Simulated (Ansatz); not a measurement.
Species: trifluoro(hydroxy)silane, sum formula HSiOF3, net charge 0, singlet state. SMILES: O[Si](F)(F)F
Structure (B3LYP-D3(BJ)/def2-TZVP (Ansatz, a quantum-chemistry and plane-wave program) minimum search):
```
Si
F 1 1.5705
F 1 1.5778 2 108.73
F 1 1.5778 2 108.77 3 115.93
O 1 1.6083 2 107.63 3 -122.04
H 5 0.9599 1 121.09 2 -179.33
```
Charge 0, spin multiplicity 1.

Quantity: vertical ionisation energy (to the doublet state of charge +1; each state is the SCF solution reached for its spin), in eV. Correlated levels leave the core frozen unless marked. Open shells are spin-unrestricted. No spin-orbit coupling. Non-relativistic. CBS marks a two-point X^-3 extrapolation of the correlation energy; Hartree-Fock from the larger set. [CCSD(T)-MP2]/basis is that difference in the basis named.

| level | program | vertical ionisation energy (eV) |
|---|---|---|
| HF/aug-cc-pV(D+d)Z | Ansatz | 12.53 |
| HF/aug-cc-pV(T+d)Z | Ansatz | 12.46 |

Problem. Estimate the value at RI-MP2/CBS(aug-cc-pV(T+d)Z,aug-cc-pV(Q+d)Z)+[CCSD(T)-MP2]/aug-cc-pV(T+d)Z as computed with Ansatz.

Solution. 14.03 eV
